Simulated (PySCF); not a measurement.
Species: C7H5ClO3S.
Cartesian coordinates in Å at the GFN2-xTB level; atoms count from 1:
```
atom  x, y, z in Å
C1     2.8637   -0.4703    0.5449
O2     1.5427   -0.4050    0.0200
C3     0.5330   -0.3979    0.8819
O4     0.6200   -0.5519    2.0713
C5    -0.7650   -0.2185    0.1702
C6    -1.8654   -1.0745    0.3575
C7    -2.9382   -0.7176   -0.4063
S8    -2.6432    0.6673   -1.3589
C9    -1.0338    0.7942   -0.7358
C10   -0.1701    1.8914   -1.0901
O11    0.8649    2.2105   -0.5992
Cl12  -0.8442    2.8484   -2.4331
H13    3.4099   -1.2146   -0.0320
H14    3.3251    0.5105    0.4244
H15    2.8349   -0.7455    1.6006
H16   -1.8470   -1.9136    1.0288
H17   -3.8944   -1.2010   -0.4543
```

Definitions: NICS(0) = −σiso at the ring centroid; NICS(1) = −σiso and NICS(1)zz = −σzz at ±1 Å along the ring normal z. Level: GIAO PBE0/pcSseg-1 (PySCF, non-relativistic, gas phase) on the GFN2-xTB geometry, one conformer.

Ring bond lengths (Å), with Mayer bond orders in brackets: C5–C6 1.407 (1.33), C6–C7 1.364 (1.52), C7–S8 1.707 (1.20), S8–C9 1.730 (1.16), C9–C5 1.385 (1.37).

Q: Give the NICS values of each ring in ppm.

A: 
```csv
ring,type,NICS(0),"NICS(1), two faces","NICS(1)zz, two faces",rms pucker (Å),"centre to ring atoms, mean (Å)"
C5–C6–C7–S8–C9,5-membered ring with S; formal bonds all aromatic,-12.2,-11.0 / -10.8,-24.0 / -23.6,0.00,1.29
```

Q: What can be read from them?

A: 
- C5–C6–C7–S8–C9: mean NICS(1)zz -23.8 ppm, shielded, aromatic by this magnetic criterion (flat ring, no four-coordinate atom).

Q: How equal are the bonds by HOMA? Use HOMA with the parameters of Krygowski (1993).

A: 
- C5–C6–C7–S8–C9: HOMA 0.88; the largest term is that of S8–C9, α(R − Ropt)² = 0.27. The geometric and the magnetic index point the same way.

Q: How shielded are the nuclei of the rings and their hydrogens (means over atoms taken as equivalent)?

A: 
| atoms | environment | σ isotropic (ppm) | principal values of the symmetric part, first atom (ppm) |
| --- | --- | --- | --- |
| C5 | substituted aromatic carbon | 37.7 | -27.0, 2.8, 137.2 |
| C6 | aromatic CH carbon | 50.8 | -26.1, 36.2, 142.3 |
| C7 | aromatic CH next to a ring sulfur | 40.9 | -54.9, 29.3, 148.2 |
| S8 | thiophene-type sulfur | 234.3 | 111.1, 229.2, 362.6 |
| C9 | substituted aromatic carbon | 40.8 | -16.0, 36.9, 101.3 |
| H16 | aromatic hydrogen | 24.26 | 20.8, 25.2, 26.8 |
| H17 | aromatic hydrogen | 24.17 | 21.6, 24.0, 26.9 |

Cost: about 2.5 min of CPU time on one thread; the machine was shared, so the figure is rough. This is the whole shielding run at PBE0/pcSseg-1, SCF included.
